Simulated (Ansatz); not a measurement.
System: sum formula BN2H4Cl (charge 0, singlet). 
Coordinates optimised at B3LYP-D3(BJ)/def2-TZVP (Ansatz, a quantum-chemistry and plane-wave program):
```xyz
8

N     -1.1176    -1.2074    -0.2308
B      0.0437    -0.4192    -0.1476
N      1.3329    -0.8584    -0.4964
Cl    -0.1325     1.2714     0.4475
H     -1.1216    -2.1602    -0.5500
H     -2.0201    -0.8535     0.0290
H      1.5326    -1.7822    -0.8377
H      2.1363    -0.2615    -0.4215
```

Wanted: atomisation energy (electronic, to ground-state atoms), in kcal/mol. Correlated levels leave the core frozen unless marked. UHF or UKS for open shells. Spin-orbit coupling is left out. No relativistic terms. The coupled-cluster limit lacks core correlation, which all-electron functionals hold. CBS(X,Y): correlation extrapolated as X^-3; Hartree-Fock from the larger set. The bracket is a focal-point correction in the basis named.

```
level                                                                             program  atomisation energy (kcal/mol)  minus last row
-------------------------------------------------------------------------  --------------  -----------------------------  --------------
HF/cc-pV(D+d)Z                                                                     Ansatz                          495.1          -223.5
PBE-D3(BJ)/def2-TZVPD                                                      Ansatz + dftd3                          740.2            21.6
BLYP/def2-TZVPD                                                                    Ansatz                          718.3            -0.3
revPBE-D3(BJ)/def2-TZVPD                                                   Ansatz + dftd3                          717.5            -1.1
r2SCAN-D3(BJ)/def2-TZVPD                                                   Ansatz + dftd3                          720.2             1.6
PBE0-D3(BJ)/def2-TZVP                                                      Ansatz + dftd3                          723.2             4.6
PBE0-D4/def2-TZVPD                                                         Ansatz + dftd4                          723.9             5.3
PBE0/def2-QZVPP                                                                    Ansatz                          723.0             4.4
HSE06-D4/def2-TZVPD                                                        Ansatz + dftd4                          724.6             6.0
CAM-B3LYP-D4/def2-TZVPD                                                    Ansatz + dftd4                          727.1             8.5
CAM-B3LYP/def2-TZVPD                                                               Ansatz                          724.4             5.8
B2GP-PLYP-D3(BJ)/def2-TZVPD                                                Ansatz + dftd3                          712.6            -6.0
B2PLYP-D4/def2-TZVPD                                                       Ansatz + dftd4                          715.4            -3.2
PBE-QIDH/def2-TZVPD                                                                Ansatz                          712.4            -6.2
RPA@PBE/cc-pV(Q+d)Z                                                                Ansatz                          681.0           -37.6
MP2/cc-pV(D+d)Z                                                                    Ansatz                          664.2           -54.4
MP2/CBS(aug-cc-pV(T+d)Z,aug-cc-pV(Q+d)Z)                                           Ansatz                          734.8            16.2
CCSD(T)/cc-pVTZ                                                                    Ansatz                          694.2           -24.4
CCSD(T)/aug-cc-pV(Q+d)Z                                                            Ansatz                          711.3            -7.3
RI-MP2/CBS(aug-cc-pV(T+d)Z,aug-cc-pV(Q+d)Z)+[CCSD(T)-MP2]/aug-cc-pV(T+d)Z          Ansatz                          719.0             0.4
CCSD(T)/CBS(aug-cc-pV(T+d)Z,aug-cc-pV(Q+d)Z)                                       Ansatz                          718.6             0.0
```
